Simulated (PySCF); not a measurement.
# How methods differ on the excitation energy of Li

Li [He] 2s1 (2S) → Li [He] 3d1 (2D), as a difference of total energies. Calculation: PySCF 2.14, in aug-cc-pCVTZ (7s6p4d2f, 59 functions); the non-relativistic Hamiltonian (point nucleus). Correlated levels: valence and next inner shell: nothing frozen. The calculations carry no spin-orbit coupling.

```json
{"method": "UHF", "excitation energy (eV)": "4.363"}
{"method": "MP2 (valence and next inner shell)", "excitation energy (eV)": "4.392"}
{"method": "SCS-MP2 (valence and next inner shell)", "excitation energy (eV)": "4.389"}
{"method": "CCSD (valence and next inner shell)", "excitation energy (eV)": "4.397"}
{"method": "CCSD(T) (valence and next inner shell)", "excitation energy (eV)": "4.397"}
```

How much does correlation contribute at CCSD(T) (valence and next inner shell)?

4.397 − (4.363) = 0.034 eV, measured against UHF.

Errors of the correlated levels include the incompleteness of this basis.

The promoted electron is Rydberg-like, and one or two diffuse shells describe it only roughly, which tends to raise the upper state.

For comparison: 3.879 eV (measured; NIST levels, between the centres of gravity of the two terms).
